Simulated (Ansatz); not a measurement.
`O[Si@@H](F)N[Si@@H](O)F` + `O[SiH2]/C=C/[SiH3]` → `O[SiH2]/C=C\[SiH](O)F` + `O[SiH](F)N[SiH3]`  (redistribution)

Program: Ansatz. Geometries: PBE0-D4/def2-TZVP. ΔE: electronic, gas phase. CCSD(T)/CBS adds triple-zeta CCSD(T) − MP2 to the extrapolated MP2 energy (def2 sets, frozen cores). Double bonds are as drawn, so ΔE can hold a change between cis and trans. Each species was taken in one conformer, which may not be the lowest.

```
                  species  CCSD(T)/CBS(def2) energy (Eh)
`O[Si@@H](F)N[Si@@H](O)F`                     -986.13020
     `O[SiH2]/C=C/[SiH3]`                     -734.27080
  `O[SiH2]/C=C\[SiH](O)F`                     -908.77723
       `O[SiH](F)N[SiH3]`                     -811.61717
```

Work out ΔE.

ΔE = (-908.77723) + (-811.61717) − (-986.13020) − (-734.27080) = 0.00660 Eh = +17.3 kJ/mol.

Largest T1 diagnostic among the species: 0.012.

The D4 term adds −7.2 kJ/mol with B3LYP and −3.9 kJ/mol with PBE0; it sums over pairs of atoms, weighted by their polarisabilities, and B3LYP, whose exchange is more repulsive, gets the larger term. In def2-TZVPP, CCSD(T) changes the Hartree–Fock value by −9.1 kJ/mol (the triples alone add −1.7 kJ/mol) and MP2 by −8.8 kJ/mol.

B3LYP here is the variant with VWN-RPA as its local correlation; programs differ in this.
